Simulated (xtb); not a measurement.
C2H5N, triplet, from a rough starting geometry (a higher spin typed on purpose: for a closed-shell molecule this is an excited state); GFN2-xTB run with xtb.

The xtb input:
```
$ xtb mol.xyz --gfn 2 --uhf 2 --opt vtight --json

# file mol.xyz
8

C      1.03723602    -0.12773484     0.06093278
N     -0.10137985     0.67037567     0.30596358
C     -1.24668312     0.34677585    -0.07430242
H      1.74087128     0.42129214    -0.54646532
H      1.52360999    -0.27683078     1.02960766
H      0.76368161    -1.08325223    -0.40593907
H     -1.47454147    -0.66273593    -0.50409938
H     -2.12403979     0.92934784     0.11550110
```

### Question
Predict the main parts of the log of this xtb run.

### Answer

```
   ID    Z sym.   atoms
    1    6 C      1, 3
    2    7 N      2
    3    1 H      4-8

           -------------------------------------------------
          |                Calculation Setup                |
           -------------------------------------------------

           -------------------------------------------------
          |                 G F N 2 - x T B                 |
           -------------------------------------------------

          ...................................................
          :                      SETUP                      :
          :.................................................:
          :  # basis functions                  17          :
          :  # atomic orbitals                  17          :
          :  # shells                           11          :
          :  # electrons                        18          :
          :  max. iterations                   250          :
          :  Hamiltonian                  GFN2-xTB          :
          :  restarted?                      false          :
          :  GBSA solvation                  false          :
          :  PC potential                    false          :
          :  electronic temp.          300.0000000     K    :
          :  accuracy                    1.0000000          :
          :  -> integral cutoff          0.2500000E+02      :
          :  -> integral neglect         0.1000000E-07      :
          :  -> SCF convergence          0.1000000E-05 Eh   :
          :  -> wf. convergence          0.1000000E-03 e    :
          :  Broyden damping             0.4000000          :
          :  net charge                          0          :
          :  unpaired electrons                  2          :
          ...................................................

 iter      E             dE          RMSdq      gap      omega  full diag
   1     -9.6473942 -0.964739E+01  0.310E+00    8.61       0.0  T
   2     -9.6888701 -0.414759E-01  0.193E+00    8.03       1.0  T
   3     -9.6975582 -0.868812E-02  0.101E+00    8.37       1.0  T
   4     -9.6976413 -0.831514E-04  0.254E-01    8.33       1.0  T
   5     -9.6979130 -0.271633E-03  0.646E-02    8.35       1.0  T
   6     -9.6979132 -0.281594E-06  0.351E-02    8.34       1.0  T
   7     -9.6979151 -0.189629E-05  0.294E-03    8.34      12.0  T
   8     -9.6979151 -0.610318E-08  0.876E-04    8.34      40.4  T
   9     -9.6979152 -0.351918E-08  0.241E-04    8.34     146.7  T

[...]
 * total energy  :    -9.5907578 Eh     change       -0.1544059E-02 Eh
 * total energy  :    -9.5910504 Eh     change       -0.2925895E-03 Eh
 * total energy  :    -9.5912411 Eh     change       -0.1906451E-03 Eh
 * total energy  :    -9.5914436 Eh     change       -0.2025354E-03 Eh
 * total energy  :    -9.5914834 Eh     change       -0.3980530E-04 Eh
 * total energy  :    -9.5915038 Eh     change       -0.2040112E-04 Eh
 * total energy  :    -9.5915118 Eh     change       -0.7973484E-05 Eh
 * total energy  :    -9.5915145 Eh     change       -0.2729948E-05 Eh
 * total energy  :    -9.5915153 Eh     change       -0.8097801E-06 Eh
 * total energy  :    -9.5915155 Eh     change       -0.1980279E-06 Eh
 * total energy  :    -9.5915156 Eh     change       -0.1271872E-06 Eh
 * total energy  :    -9.5915157 Eh     change       -0.6710729E-07 Eh
   *** GEOMETRY OPTIMIZATION CONVERGED AFTER 21 ITERATIONS ***
         :: total energy              -9.591515706402 Eh    ::
[...]

     #   Z          covCN         q      C6AA      α(0)
     1   6 C        3.690    -0.023    21.173     6.585
     2   7 N        1.819    -0.169    25.449     7.475
     3   6 C        2.770    -0.096    30.384     9.028
     4   1 H        0.923     0.064     2.155     2.296
     5   1 H        0.924     0.053     2.284     2.363
     6   1 H        0.923     0.063     2.168     2.303
     7   1 H        0.925     0.054     2.270     2.356
     8   1 H        0.925     0.054     2.270     2.356

 Mol. C6AA /au·bohr⁶  :        510.370300
 Mol. C8AA /au·bohr⁸  :      10794.061174
 Mol. α(0) /au        :         34.761517

Wiberg/Mayer (AO) data.
largest (>0.10) Wiberg bond orders for each atom

 ---------------------------------------------------------------------------
     #   Z sym  total        # sym  WBO       # sym  WBO       # sym  WBO
 ---------------------------------------------------------------------------
     1   6 C    3.986 --     2 N    1.100     5 H    0.979     6 H    0.929
                             4 H    0.927
     2   7 N    2.820 --     3 C    1.507     1 C    1.100
     3   6 C    3.374 --     2 N    1.507     7 H    0.899     8 H    0.899
     4   1 H    0.993 --     1 C    0.927
     5   1 H    0.997 --     1 C    0.979
     6   1 H    0.993 --     1 C    0.929
     7   1 H    0.990 --     3 C    0.899
     8   1 H    0.990 --     3 C    0.899
 ---------------------------------------------------------------------------

Topologies differ in total number of bonds
Writing topology from bond orders to xtbtopo.mol

molecular dipole:
                 x           y           z       tot (Debye)
 q only:        0.361      -0.057      -0.211
   full:        0.320      -0.052      -0.328       1.173
molecular quadrupole (traceless):
                xx          xy          yy          xz          yz          zz
 q only:        1.623      -0.278      -0.373       0.249      -0.072      -1.249
  q+dip:        2.171      -0.246       0.372       0.272      -0.118      -2.543
   full:        2.268      -0.265       0.371       0.118      -0.095      -2.639

optimized geometry written to: xtbopt.xyz

           -------------------------------------------------
          | TOTAL ENERGY               -9.591515706402 Eh   |
          | GRADIENT NORM               0.000112973884 Eh/α |
          | HOMO-LUMO GAP              10.220402453989 eV   |
           -------------------------------------------------

normal termination of xtb
```
